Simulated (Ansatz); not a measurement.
Two isomers of CH4FNSi: A = `N=C[SiH2]F`, B = `C=N[SiH2]F`.

Isolated molecules relaxed with PBE0-D4/def2-TZVP in Ansatz; ΔE leaves out vibrations. CCSD(T)/CBS adds triple-zeta CCSD(T) − MP2 to the extrapolated MP2 energy (def2 sets, frozen cores). DFT in def2-TZVPP. B3LYP here is the variant with VWN-RPA as its local correlation; programs differ in this. Each species was taken in one conformer, which may not be the lowest.

Which isomer does CCSD(T)/CBS put lower? Give the gap. (Estimate.)

Ansatz gave: B, by 14.7 kcal/mol.

Give E(B) − E(A) in kcal/mol with ωB97M-V, PBE-D4, r2SCAN-D4, B3LYP-D4, CCSD(T)/def2-TZVPP, BLYP-D4, CCSD/def2-TZVPP. (An estimate is asked.)

Computed: ωB97M-V -14.9, PBE-D4 -13.3, r2SCAN-D4 -14.7, B3LYP-D4 -15.3, CCSD(T)/def2-TZVPP -14.6, BLYP-D4 -14.7, CCSD/def2-TZVPP -15.0. None reverses the order clearly.

Does the order hold for the free energy at 298.15 K (harmonic terms from PBE0-D4)? (An estimate is asked.)

Computed: Yes: G(B) − G(A) = -14.9 kcal/mol, for one conformer each.

Largest T1 diagnostic: 0.013.

From BLYP to BHLYP (50 % exact exchange), in def2-TZVPP and without D4, E(B) − E(A) moves by −1.8 kcal/mol. In def2-TZVPP, CCSD(T) changes the Hartree–Fock value by +3.2 kcal/mol (the triples alone add +0.4 kcal/mol) and MP2 by +2.0 kcal/mol.
